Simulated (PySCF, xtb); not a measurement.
H2Sb, SMILES [SbH2], multiplicity 2.

Harmonic wavenumbers (cm⁻¹) from xtb 6.7.1 with GFN2-xTB at its own minimum, in rising order: 838, 1438, 1557.

Task: What does PySCF with B3LYP-D3(BJ)/def2-TZVPD give at its own minimum? (The exact figures need the calculation; the answer reports its results.)

Result: 843, 1920, 1926. Paired by order, the mean absolute difference is 285 cm⁻¹ and the zero-point energies are 5.5 and 6.7 kcal/mol.
